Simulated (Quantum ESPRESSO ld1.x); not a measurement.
Results of a calculation; reference values are marked as such.
The hafnium ion Hf4+, 68 electrons, occupied as [Xe] 4f14. Code: ld1.x of Quantum ESPRESSO 7.5. Model: Dirac Kohn-Sham, revPBE, spin-unpolarised, spherical densities, point nucleus. Some entries of the table are withheld. Estimate them.

orbital  occ.  eigenvalue (hartree)  r(max) (bohr)
1s1/2       2              -2397.68        0.01190
2s1/2       2              -411.037        0.06824
2p1/2       2              -392.578        0.05092
2p3/2       4              -348.777        0.05754
3s1/2       2              -94.8132            (1)
3p1/2       2              -86.6432         0.1804
3p3/2       4              -77.2553         0.1940
3d3/2       4              -63.4555            (2)
3d5/2       6              -61.4082            (3)
4s1/2       2              -20.3063         0.4378
4p1/2       2                   (4)         0.4384
4p3/2       4                   (5)         0.4673
4d3/2       4              -9.32331         0.4660
4d5/2       6              -8.93037         0.4753
5s1/2       2              -3.95480            (6)
5p1/2       2                   (7)          1.094
5p3/2       4                   (8)          1.176
4f5/2       6              -2.15804         0.4522
4f7/2       8              -2.09359         0.4574

Answer. 
(1) 3s1/2 r(max) (bohr): 0.1924
(2) 3d3/2 r(max) (bohr): 0.1524
(3) 3d5/2 r(max) (bohr): 0.1562
(4) 4p1/2 eigenvalue (hartree): -16.9608
(5) 4p3/2 eigenvalue (hartree): -14.8143
(6) 5s1/2 r(max) (bohr): 1.015
(7) 5p1/2 eigenvalue (hartree): -2.99325
(8) 5p3/2 eigenvalue (hartree): -2.69268
